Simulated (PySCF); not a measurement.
From one molecule to another.

First species: C2H5NO.
InChI=1S/C2H5NO/c1-4-2-3/h2-3H,1H3/b3-2+

Second species: C8H6FN.
Numbering: `[N:1]#[C:2][C:3]1=[CH:4][C@@H:5]2[CH:6]=[CH:7][C@H:8]1[C@H:9]2[F:10]` (hydrogens: H11 on C4; H12 on C5; H13 on C6; H14 on C7; H15 on C8; H16 on C9)

Structure used (GFN2-xTB), in Å, numbered top down from 1:
```xyz
16
C8H6FN angstrom
N      3.7059    0.2936   -0.5111
C      2.5897    0.0761   -0.3561
C      1.2276   -0.1607   -0.1469
C      0.4944   -1.2427   -0.4414
C     -0.9283   -0.9473   -0.0237
C     -1.4024    0.1854   -0.9254
C     -0.6834    1.2588   -0.6326
C      0.2861    0.8728    0.4706
C     -0.6030   -0.1235    1.2429
F     -1.6962    0.4462    1.8287
H      0.8139   -2.1528   -0.9124
H     -1.5957   -1.7964    0.0799
H     -2.1695    0.0639   -1.6640
H     -0.7147    2.2361   -1.0720
H      0.7503    1.6825    1.0243
H     -0.0824   -0.6832    2.0277
```

Levels: PBE0/def2-SVPD for HOMO energy, LUMO energy, HOMO–LUMO gap and static isotropic polarisability; TDDFT PBE0/def2-SVPD for lowest singlet excitation; TDA PBE0/def2-SVPD for lowest triplet excitation (Tamm–Dancoff). Geometries: GFN2-xTB. Each structure is a single optimised conformer of the isolated species, non-relativistic unless stated; the electronic structure was computed with PySCF and density fitting.

The conformers computed, where there is a choice (atom-mapped SMILES and torsion angles):
- `[H]/[N:4]=[CH:3]/[O:2][CH3:1]`: C1–O2–C3–N4 0°

The conformers of `N#CC1=C[C@@H]2C=C[C@H]1[C@H]2F` aren't listed.

Values for the first species:

| Property | Result |
| --- | --- |
| HOMO energy | -7.94 eV |
| LUMO energy | 0.53 eV |
| HOMO–LUMO gap | 8.47 eV |
| Lowest singlet excitation | 6.38 eV |
| Lowest triplet excitation (Tamm–Dancoff) | 5.26 eV |
| Static isotropic polarisability | 38.1 au |

(1) Estimate the same properties for the second species, and the change in each.

Answers

(1) 
```json
{"property": "HOMO energy", "first": "-7.94 eV", "second": "-7.43 eV", "second less first": "+0.51 eV"}
{"property": "LUMO energy", "first": "0.53 eV", "second": "-1.90 eV", "second less first": "-2.43 eV"}
{"property": "HOMO–LUMO gap", "first": "8.47 eV", "second": "5.53 eV", "second less first": "-2.94 eV"}
{"property": "lowest singlet excitation", "first": "6.38 eV", "second": "4.43 eV", "second less first": "-1.95 eV"}
{"property": "lowest triplet excitation (Tamm–Dancoff)", "first": "5.26 eV", "second": "3.11 eV", "second less first": "-2.15 eV"}
{"property": "static isotropic polarisability", "first": "38.1 au", "second": "87.9 au", "second less first": "+49.8 au"}
```

On the first: The vertical singlet–triplet gap S1 − T1 is 1.12 eV (TDDFT singlet less Tamm–Dancoff triplet). The polarisability is 5.65 Å³ as a volume (1 au = 0.148185 Å³), or 1.19 au for each of the 32 electrons.

On the second: In wavenumbers S1 is 35700 cm⁻¹ (1 eV = 8065.54 cm⁻¹). The vertical singlet–triplet gap S1 − T1 is 1.32 eV (TDDFT singlet less Tamm–Dancoff triplet; S1: HOMO→LUMO, weight 0.93; T1: HOMO→LUMO, weight 0.81).
